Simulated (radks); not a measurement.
All-electron atom: Gd2+ in [Xe] 4f7 5d1. Calculated with a radial shooting solver on a logarithmic mesh with Libxc functionals: scalar-relativistic Kohn-Sham, BLYP, spin-unpolarised, spherical densities, finite nucleus; Fermi nuclear charge, rms radius 5.1569 fm.

Local quantities along the radius. ELF = 1/(1 + alpha^2) is the electron localisation function; alpha = (tau - tau_W)/tau_unif compares the Pauli kinetic energy density with that of the uniform gas. tau is taken from the large components.

```
   r/bohr * ELF (the largest magnitude, 0.999, reaches the edge; | marks zero)
 0.001406 |                                                      *
 0.001891 |                                                      *
 0.002542 |                                                      *
 0.003391 |                                                      *
 0.004559 |                                                      *
 0.006129 |                                                      *
  0.00824 |                                                      *
  0.01099 |                                                     *
  0.01478 |                                                  *
  0.01987 |                                      *
   0.0265 |                     *
  0.03562 |                  *
   0.0479 |                               *
  0.06388 |                                        *
  0.08589 |                                  *
   0.1155 |                  *
   0.1552 |                           *
   0.2071 |                                        *
   0.2784 |                           *
   0.3743 |             *
   0.4992 |                                    *
   0.6712 |                                   *
   0.9024 |                 *
    1.204 |                       *
    1.618 |                                  *
    2.176 |                      *
    2.925 |   *
    3.901 *
    5.245 *
    7.052 *
```

On this mesh the ELF has minima near r = 0.031, 0.12, 0.37, 1.0 bohr, which separate the shells, and maxima near 0.064 (0.74), 0.21 (0.74), 0.58 (0.73), 1.6 (0.64).

Self-consistent cycle (total energy in hartree, residual of the potential): 1: -11263.82977, 9e+00; 2: -11269.28616, 4e+00; 3: -11270.35646, 7e-01; 4: -11270.28521, 8e-01; 5: -11270.38657, 5e-02; 6: -11270.39003, 3e-02; 7: -11270.39015, 2e-02; 8: -11270.39021, 5e-03; 9: -11270.39021, 8e-04; 10: -11270.39021, 5e-04; 11: -11270.39021, 2e-05; 12: -11270.39021, 7e-05; 13: -11270.39021, 1e-07; 14: -11270.39021, 8e-09.
